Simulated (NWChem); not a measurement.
System: C2HBClF; SMILES C#CB(F)Cl

Input file for NWChem:

```
start job
memory heap 200 mb stack 900 mb global 1100 mb
geometry units angstroms noautosym nocenter noautoz
  B      0.387739     0.044520     0.000000
  C     -0.157229    -1.366951     0.000000
  C     -0.603415    -2.495047     0.000000
  H     -0.994656    -3.488679     0.000000
  Cl    -0.692485     1.439747     0.000000
  F      1.690777     0.271712     0.000000
end
basis spherical
  B library def2-svpd
  C library def2-svpd
  H library def2-svpd
  Cl library def2-svpd
  F library def2-svpd
end
dft
  xc pbe0
  iterations 150
end
property
  response 1 0.0773
end
task dft property
```

Geometry: optimised at B3LYP/6-31G* (spherical d).

Field at 589 nm.

Question: What results follow from this input? (PBE0/def2-SVPD.) Quantities: isotropic polarisability (bohr³); anisotropy (bohr³).

Answer: 
| Property | Result |
|---|---|
| isotropic polarisability (bohr³) | 51.7 |
| anisotropy (bohr³) | 35.3 |
